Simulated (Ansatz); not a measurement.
Calculated with Ansatz (gas phase, PBE0-D4/def2-TZVP geometries, no zero-point term in ΔE). CCSD(T)/CBS is the MP2 limit (def2-TZVPP, def2-QZVPP) plus CCSD(T) − MP2 in def2-TZVPP, frozen cores. Double bonds are as drawn, so ΔE can hold a change between cis and trans. DFT in def2-TZVPP. B3LYP here is the variant with VWN-RPA as its local correlation; programs differ in this. For As outer-core shells are correlated without core-valence functions, which leaves a few kJ/mol of doubt a bond. Scalar relativity is left out up to krypton. One conformer a species, not always the lowest.

Consider the ligand exchange at the Si–C bond: `C[SiH2]/C(Cl)=C\F` + arsine → `C[SiH2][AsH2]` + `F/C=C/Cl`.

(1) Is it downhill or uphill in electronic energy at CCSD(T)/CBS, and by how much? (Best estimate.)

(2) What do these levels give: PBE-D4, r2SCAN-D4, PBE0-D4, B3LYP-D4, ωB97M-V, PBE, B3LYP, HF/def2-TZVPP, CCSD(T)/def2-TZVPP, MP2/def2-QZVPP, HF/CBS(def2), CCSD/CBS(def2)? (Best estimate.)

Largest T1 diagnostic among the species: 0.012.

Results:

(1) Ansatz gave: Downhill: ΔE = -18.3 kJ/mol.

(2) The calculation gave: PBE-D4 -22.7, r2SCAN-D4 -18.8, PBE0-D4 -23.5, B3LYP-D4 -16.7, ωB97M-V -15.1, PBE -25.6, B3LYP -21.2, HF/def2-TZVPP -19.4, CCSD(T)/def2-TZVPP -16.6, MP2/def2-QZVPP -17.4, HF/CBS(def2) -19.0, CCSD/CBS(def2) -19.5 kJ/mol.

The D4 term adds +4.5 kJ/mol with B3LYP and +2.7 kJ/mol with PBE0; it sums over pairs of atoms, weighted by their polarisabilities, and B3LYP, whose exchange is more repulsive, gets the larger term.
